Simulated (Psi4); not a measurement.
Br$_{3}$Ge (SMILES [Br][Ge]([Br])[Br]), doublet, at a GFN2-xTB geometry; HF/STO-3G run with Psi4.

Psi4 was given this input:
```
memory 2 GB

molecule mol {
0 2
  Br    2.096708   -0.747734   -0.182279
  Ge   -0.011651    0.006977    0.730936
  Br   -1.688966   -1.442295   -0.235994
  Br   -0.397089    2.183650   -0.250012
}

set basis sto-3g
set reference uhf
set scf_type dfdirj+link

energy('scf')
print_variables()
```

Predict the main parts of the log of this Psi4 run.


```
   => Loading Basis Set <=

    Name: STO-3G
    Role: ORBITAL
    Keyword: BASIS

         ---------------------------------------------------------
                                   SCF
               by Justin Turney, Rob Parrish, Andy Simmonett
                          and Daniel G. A. Smith
                              UHF Reference
         ---------------------------------------------------------

  ==> Geometry <==

    Molecular point group: c1
    Full point group: C1

    Geometry (in Angstrom), charge = 0, multiplicity = 2:

       Center              X                  Y                   Z               Mass
    ------------   -----------------  -----------------  -----------------  -----------------
         BR           2.096774109320    -0.747773681128    -0.186436733306    78.918337600000
         GE          -0.011584890680     0.006937318872     0.726778266694    73.921177761000
         BR          -1.688899890680    -1.442334681128    -0.240151733306    78.918337600000
         BR          -0.397022890680     2.183610318872    -0.254169733306    78.918337600000

  Running in c1 symmetry.

  Rotational constants: A =      0.02651  B =      0.02651  C =      0.01442 [cm^-1]
  Rotational constants: A =    794.73867  B =    794.73820  C =    432.20523 [MHz]
  Nuclear repulsion = 1240.430980288217597

  Charge       = 0
  Multiplicity = 2
  Electrons    = 137
  Nalpha       = 69
  Nbeta        = 68

  ==> Algorithm <==

  SCF Algorithm Type is DFDIRJ+LINK.
  DIIS enabled.
  MOM disabled.
  Fractional occupation disabled.
  Guess Type is SAD.
  Energy threshold   = 1.00e-06
  Density threshold  = 1.00e-06
  Integral threshold = 1.00e-12

  ==> Primary Basis <==

  Basis Set: STO-3G
    Blend: STO-3G
    Number of shells: 32
    Number of basis functions: 72
    Number of Cartesian functions: 76
    Spherical Harmonics?: true
    Max angular momentum: 2

   => Loading Basis Set <=

    Name: (STO-3G AUX)
    Role: JKFIT
    Keyword: DF_BASIS_SCF

  ==> Integral Setup <==

  ==> CompositeJK: Mix-and-Match J+K Algorithm Combos <==

    J tasked:                  Yes
    J algorithm:           DF-DirJ
    K tasked:                  Yes
    K algorithm:              LinK
    wK tasked:                  No
    Integrals threads:           1
    Incremental Fock:           No
    Screening Type:           CSAM

  ==> DF-DirJ: Integral-Direct Density-Fitted J <==

    J Screening Cutoff:      1E-12

  ==> LinK: Linear Exchange K <==

    K Screening Cutoff:      1E-12

  Minimum eigenvalue in the overlap matrix is 4.0171228937E-01.
  Reciprocal condition number of the overlap matrix is 2.3887484988E-01.
    Using symmetric orthogonalization.

  ==> Pre-Iterations <==

  SCF Guess: Superposition of Atomic Densities via on-the-fly atomic UHF (no occupation information).

   -------------------------
    Irrep   Nso     Nmo
   -------------------------
     A         72      72
   -------------------------
    Total      72      72
   -------------------------

  ==> Iterations <==

                        Total Energy        Delta E     RMS |[F,P]|

   @UHF iter SAD: -9678.98393791869421   -9.67898e+03   0.00000e+00
   @UHF iter   1: -9685.76148740706230   -6.77755e+00   6.57293e-03 DIIS/ADIIS
   @UHF iter   2: -9685.86054129536024   -9.90539e-02   9.81583e-04 DIIS/ADIIS
   @UHF iter   3: -9685.86878298637748   -8.24169e-03   3.31761e-04 DIIS/ADIIS
   @UHF iter   4: -9685.87050147193986   -1.71849e-03   1.70294e-04 DIIS/ADIIS
   @UHF iter   5: -9685.87121167608166   -7.10204e-04   4.76409e-05 DIIS
   @UHF iter   6: -9685.87126706963863   -5.53936e-05   2.11148e-05 DIIS
   @UHF iter   7: -9685.87127992917340   -1.28595e-05   7.09655e-06 DIIS
   @UHF iter   8: -9685.87128098183530   -1.05266e-06   2.88887e-06 DIIS
   @UHF iter   9: -9685.87128117718385   -1.95349e-07   8.61701e-07 DIIS
  Energy and wave function converged.

  ==> Post-Iterations <==

   @Spin Contamination Metric:   8.752204365E-03
   @S^2 Expected:                7.500000000E-01
   @S^2 Observed:                7.587522044E-01
   @S   Expected:                5.000000000E-01
   @S   Observed:                5.000000000E-01

    Orbital Energies [Eh]
    ---------------------

    Alpha Occupied:

       1A   -484.457622     2A   -484.457622     3A   -484.457622
       4A   -400.603877     5A    -63.184451     6A    -63.184325
       7A    -63.184325     8A    -57.734323     9A    -57.734320
      10A    -57.734320    11A    -57.731909    12A    -57.731908
      13A    -57.731908    14A    -57.731799    15A    -57.731799
      16A    -57.731799    17A    -50.447108    18A    -45.511417
      19A    -45.509447    20A    -45.509447    21A     -9.134599
      22A     -9.134517    23A     -9.134517    24A     -6.886221
      25A     -6.885951    26A     -6.885951    27A     -6.873974
      28A     -6.873925    29A     -6.873925    30A     -6.873479
      31A     -6.873436    32A     -6.873436    33A     -6.553445
      34A     -4.596615    35A     -4.592084    36A     -4.592084
      37A     -2.241267    38A     -2.241025    39A     -2.241025
      40A     -2.237413    41A     -2.237293    42A     -2.237293
      43A     -2.237021    44A     -2.237021    45A     -2.236970
      46A     -2.225868    47A     -2.225868    48A     -2.225868
      49A     -2.225866    50A     -2.225866    51A     -2.225866
      52A     -0.904506    53A     -0.861789    54A     -0.861789
      55A     -0.727700    56A     -0.727640    57A     -0.727640
      58A     -0.723111    59A     -0.723111    60A     -0.588890
      61A     -0.407362    62A     -0.407362    63A     -0.386751
      64A     -0.337131    65A     -0.337131    66A     -0.325424
      67A     -0.320547    68A     -0.320547    69A     -0.276504

    Alpha Virtual:

      70A      0.222786    71A      0.244161    72A      0.244161

    Beta Occupied:

       1A   -484.457300     2A   -484.457299     3A   -484.457299
       4A   -400.602120     5A    -63.184169     6A    -63.184043
       7A    -63.184043     8A    -57.733384     9A    -57.733380
      10A    -57.733380    11A    -57.731692    12A    -57.731692
      13A    -57.731692    14A    -57.731586    15A    -57.731586
      16A    -57.731586    17A    -50.444971    18A    -45.508751
      19A    -45.508751    20A    -45.507495    21A     -9.133606
      22A     -9.133526    23A     -9.133526    24A     -6.883541
      25A     -6.883223    26A     -6.883223    27A     -6.873168
      28A     -6.873150    29A     -6.873150    30A     -6.873018
      31A     -6.872992    32A     -6.872992    33A     -6.547335
      34A     -4.590311    35A     -4.590311    36A     -4.583291
      37A     -2.240312    38A     -2.240045    39A     -2.240045
      40A     -2.236503    41A     -2.236419    42A     -2.236419
      43A     -2.236290    44A     -2.236290    45A     -2.236243
      46A     -2.225594    47A     -2.225593    48A     -2.225593
      49A     -2.225593    50A     -2.225593    51A     -2.225593
      52A     -0.889782    53A     -0.850732    54A     -0.850732
      55A     -0.725539    56A     -0.725539    57A     -0.722361
      58A     -0.720912    59A     -0.720912    60A     -0.535555
      61A     -0.384781    62A     -0.384781    63A     -0.347705
      64A     -0.323352    65A     -0.323352    66A     -0.322638
      67A     -0.318586    68A     -0.318586

    Beta Virtual:

      69A      0.054123    70A      0.249303    71A      0.286618
      72A      0.286618

    Final Occupation by Irrep:
              A
    DOCC [    68 ]
    SOCC [     1 ]
    NA   [    69 ]
    NB   [    68 ]

  @UHF Final Energy: -9685.87128117718385

   => Energetics <=

    Nuclear Repulsion Energy =           1240.4309802882175973
    One-Electron Energy =              -16046.7541560310928617
    Two-Electron Energy =                5120.4518945656909636
    Total Energy =                      -9685.8712811771838460

  UHF NO Occupations:
  HONO-2 :   67  A 1.9992063
  HONO-1 :   68  A 1.9972067
  HONO-0 :   69  A 1.0000000
  LUNO+0 :   70  A 0.0027933
  LUNO+1 :   71  A 0.0007937
  LUNO+2 :   72  A 0.0007937

Computation Completed

Properties will be evaluated at   0.000000,   0.000000,   0.000000 [a0]

Properties computed using the SCF density matrix

 Multipole Moments:

 ------------------------------------------------------------------------------------
     Multipole            Electronic (a.u.)      Nuclear  (a.u.)        Total (a.u.)
 ------------------------------------------------------------------------------------

 L = 1.  Multiply by 2.5417464519 to convert [e a0] to [Debye]
 Dipole X            :         -0.0333880            0.0171587           -0.0162293
 Dipole Y            :          0.0199938           -0.0102750            0.0097187
 Dipole Z            :          2.0946080           -1.0764493            1.0181587
 Magnitude           :                                                    1.0183344

 ------------------------------------------------------------------------------------

  Variable Map:
  ----------------------------------------------------------------------------
  "CURRENT ENERGY"           =>   -9685.871281177184
  "CURRENT REFERENCE ENERGY" =>   -9685.871281177184
  "DD SOLVATION ENERGY"      =>       0.000000000000
  "HF KINETIC ENERGY"        =>    9686.254786433288
  "HF POTENTIAL ENERGY"      =>  -19372.126067610472
  "HF TOTAL ENERGY"          =>   -9685.871281177184
  "HF VIRIAL RATIO"          =>       1.999960407271
  "NUCLEAR REPULSION ENERGY" =>    1240.430980288218
  "ONE-ELECTRON ENERGY"      =>  -16046.754156031093
  "PCM POLARIZATION ENERGY"  =>       0.000000000000
  "PE ENERGY"                =>       0.000000000000
  "SCF ITERATION ENERGY"     =>   -9685.871281177184
  "SCF ITERATIONS"           =>       9.000000000000
  "SCF TOTAL ENERGY"         =>   -9685.871281177184
  "TWO-ELECTRON ENERGY"      =>    5120.451894565691

  Array Variable Map:
  ----------------------------------------------------------------------------
  "CURRENT DIPOLE"           =>      -0.016229290337 ... 1.018158690633 1 by 3
  "SCF DIPOLE"               =>      -0.016229290337 ... 1.018158690633 1 by 3
  "SCF TOTAL ENERGIES"       =>   -9678.983937918694 ... -9685.871281177184 1 by 10
```
